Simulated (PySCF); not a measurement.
Method: PBE-D3(BJ)/def2-TZVP run with PySCF. Gas-phase values, no solvent. Excitations are Tamm–Dancoff values on a coarser integration grid. The basis has no diffuse functions, so Rydberg states are missing or too high.

Reference species (SMILES): `[CH3][Ga]([CH3])[SiH3]` (neutral, multiplicity 1).

```json
{
 "HOMO": "-6.04 eV",
 "S1–T1 gap (TDA)": "0.60 eV",
 "LUMO": "-2.22 eV"
}
```

After one change: the HOMO decreases by 0.15 eV; the S1–T1 gap (TDA) falls by 0.31 eV; the LUMO rises by 0.87 eV.

Problem. Name the change that produced these shifts. The new species is one of these.
(A) `[SiH3][Ga]([SiH3])[SiH3]`
(B) `[CH3][Ga]([SiH3])[SiH3]`
(C) `[CH3][Ga]([CH3])[CH3]`

Solution. C, `[CH3][Ga]([CH3])[CH3]`
